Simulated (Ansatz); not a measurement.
Computed with Ansatz on PBE0-D4/def2-TZVP structures; ΔE is electronic, products minus reactants. CBS: MP2 limit from def2 TZ/QZ plus the TZ coupled-cluster correction, frozen cores. This one scheme is used for every species. No spin–orbit coupling; open shells (•) take unrestricted orbitals. For Ga outer-core shells are correlated without core-valence functions, which leaves a few kJ/mol of doubt a bond. Scalar relativity is left out up to krypton.

`[F][GaH][SiH3]` → `[F][GaH]`• + `[SiH3]`•  (homolysis of the Ga–Si bond)

`[F][GaH][SiH3]`:

```xyz
7

F     0.949   -0.668    2.267
Ga   -0.229    0.226    1.301
Si    0.074   -0.093   -1.064
H    -1.229    1.039    2.189
H    -0.131   -1.527   -1.399
H    -0.892    0.724   -1.845
H     1.457    0.298   -1.448
```

`[F][GaH]`•:

Z-matrix (Å, degrees):
```
Ga
F 1 1.767
H 1 1.610 2 114.1
```

`[SiH3]`•:

Z-matrix (Å, degrees):
```
Si
H 1 1.486
H 1 1.486 2 111.3
H 1 1.486 2 111.3 3 124.6
```

```
         species  HF/def2-QZVPP energy (Eh)
`[F][GaH][SiH3]`                -2314.09451
     `[F][GaH]`•                -2023.36981
       `[SiH3]`•                 -290.64644
```

Question: Work out ΔE.

Answer: ΔE = (-2023.36981) + (-290.64644) − (-2314.09451) = 0.07826 Eh = +205.5 kJ/mol. CCSD(T)/CBS gives +308.1 kJ/mol.

Largest T1 diagnostic among the species: 0.017.

At CCSD(T), def2-SVP lies −26.6 kJ/mol from the extrapolated value and def2-TZVPP −14.0 kJ/mol: correlation converges slowly with the basis, and small sets miss more of it in the bonded molecule than in its fragments. From BLYP to BHLYP (50 % exact exchange), in def2-TZVPP and without D4, ΔE moves by +15.4 kJ/mol.
